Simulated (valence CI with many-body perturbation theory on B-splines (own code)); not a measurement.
# Valence orbitals of Sm³⁰⁺

Calculated by valence CI with perturbative core correlation (CI+MBPT): four valence electrons over a frozen Dirac-Fock core [Ar] 3d10, a basis of 11 s, 11 p, 10 d, 8 f, 5 g, 2 h functions for each j, with the one-electron correlation potential Σ1 (screened to all orders), the two-electron term Σ2, the three-electron term Σ3, Breit, model QED; selected single and double excitations, second order for the rest, scaled by the run's own slope (own B-spline code, finite nucleus).

The last digits are not significant, and no measured levels were compared; by estimate large intervals hold to a few tenths of a per cent, small ones and those within an open d or f shell to about a per cent. Among the levels kept, up to 340 cm⁻¹ of a level comes from second order outside the variational space, and about a tenth of that is noise between levels of different J, which matters for small intervals.

These are the spectroscopic orbitals of the CI (the correlating ones are not listed), shaped by the core and the other valence electrons. h is the expectation value of the core's Dirac-Fock operator, without the valence repulsion; Σ1 is computed up to l = 3 at one energy for each symmetry, that of its lowest orbital but kept below the first core excitation, so for empty shells it is not the orbital's own correlation shift; Breit and QED include the response of the core, and the two lowest orbitals of each symmetry also the frequency dependence of Breit exchange, which makes a step in that column.

| Orbital | h (hartree) | Σ1 (cm⁻¹) | Breit (cm⁻¹) | QED (cm⁻¹) | ⟨r⟩ (bohr) |
| --- | --- | --- | --- | --- | --- |
| 4s1/2 | -50.727 | -13188 | 6313 | 4749 | 0.5191 |
| 5s1/2 | -30.002 | -4659 | 2758 | 2108 | 0.8837 |
| 6s1/2 | -19.84 | -2226 | 1419 | 1102 | 1.349 |
| 7s1/2 | -14.097 | -1259 | 836 | 652 | 1.908 |
| 8s1/2 | -10.532 | -786 | 534 | 418 | 2.564 |
| 9s1/2 | -8.167 | -525 | 362 | 284 | 3.317 |
| 4p1/2 | -48.148 | -13652 | 9849 | -30.8 | 0.5202 |
| 5p1/2 | -28.762 | -4887 | 4338 | -10.3 | 0.8977 |
| 6p1/2 | -19.159 | -2392 | 2294 | -4.7 | 1.372 |
| 7p1/2 | -13.683 | -1369 | 1368 | -2.5 | 1.942 |
| 8p1/2 | -10.262 | -862 | 881 | -1.5 | 2.608 |
| 9p1/2 | -7.9818 | -579 | 601 | -1.0 | 3.371 |
| 4p3/2 | -46.69 | -12298 | 6052 | 432 | 0.5379 |
| 5p3/2 | -28.09 | -4555 | 2679 | 195 | 0.9204 |
| 6p3/2 | -18.794 | -2262 | 1514 | 105 | 1.399 |
| 7p3/2 | -13.463 | -1305 | 906 | 63.1 | 1.974 |
| 8p3/2 | -10.119 | -826 | 585 | 40.9 | 2.646 |
| 9p3/2 | -7.8833 | -557 | 400 | 28.0 | 3.414 |
| 4d3/2 | -42.564 | -13385 | 4126 | -259 | 0.5326 |
| 5d3/2 | -26.146 | -4981 | 1886 | -113 | 0.9352 |
| 6d3/2 | -17.727 | -2515 | 1030 | -60.8 | 1.431 |
| 7d3/2 | -12.814 | -1466 | 626 | -36.5 | 2.024 |
| 8d3/2 | -9.6948 | -935 | 408 | -23.7 | 2.713 |
| 4d5/2 | -42.257 | -12899 | 2494 | -87.1 | 0.5374 |
| 5d5/2 | -26 | -4810 | 1102 | -35.1 | 0.9411 |
| 6d5/2 | -17.645 | -2430 | 601 | -18.0 | 1.439 |
| 7d5/2 | -12.764 | -1417 | 362 | -10.5 | 2.032 |
| 8d5/2 | -9.6619 | -904 | 235 | -6.7 | 2.723 |
| 4f5/2 | -37.849 | -12711 | 1343 | -131 | 0.5051 |
| 5f5/2 | -24.053 | -4161 | 610 | -64.0 | 0.9309 |
| 6f5/2 | -16.594 | -2052 | 327 | -36.1 | 1.447 |
| 7f5/2 | -12.128 | -1194 | 197 | -22.3 | 2.060 |
| 4f7/2 | -37.785 | -12372 | 406 | -78.4 | 0.5068 |
| 5f7/2 | -24.016 | -4046 | 188 | -37.1 | 0.9329 |
| 6f7/2 | -16.571 | -1998 | 103 | -20.5 | 1.450 |
| 7f7/2 | -12.113 | -1163 | 62.8 | -12.6 | 2.063 |
| 5g7/2 | -23.117 |  | 36.2 | -11.0 | 0.8621 |
| 6g7/2 | -16.059 |  | 31.5 | -7.8 | 1.388 |
| 7g7/2 | -11.795 |  | 23.0 | -5.4 | 2.011 |
| 5g9/2 | -23.104 |  | -16.3 | 0.0 | 0.8629 |
| 6g9/2 | -16.051 |  | -13.6 | -1.4 | 1.389 |
| 7g9/2 | -11.79 |  | -10.1 | -1.3 | 2.013 |
| 6h9/2 | -15.956 |  |  |  | 1.252 |
| 6h11/2 | -15.951 |  |  |  | 1.252 |

Among the shells of the start configuration 4s2 4p2, Σ1 is largest in size for 4p1/2, where it is 0.13 % of h.

Lowest root of each symmetry, sizes in configuration state functions:

```csv
J,Parity,Roots,Reference,Variational,Second order,Change by selected CI (cm⁻¹),Change by second order (cm⁻¹)
0,even,12,43,21190,77444,-4431,-1
1,even,18,88,31999,253999,-3871,-23
2,even,27,127,32000,458926,-4436,-80
3,even,19,108,31998,497729,-4595,-101
4,even,13,91,31995,497573,-3542,-94
5,even,4,52,31983,355929,-4443,-27
0,odd,9,44,24114,72598,-5595,-2
1,odd,22,118,31995,264417,-5029,-36
2,odd,28,151,31997,415399,-3841,-75
3,odd,25,143,31994,472820,-3671,-153
4,odd,15,109,31998,454282,-5680,-146
5,odd,6,67,31999,353232,-5492,-93
6,odd,2,32,22966,272927,-8179,-41
```
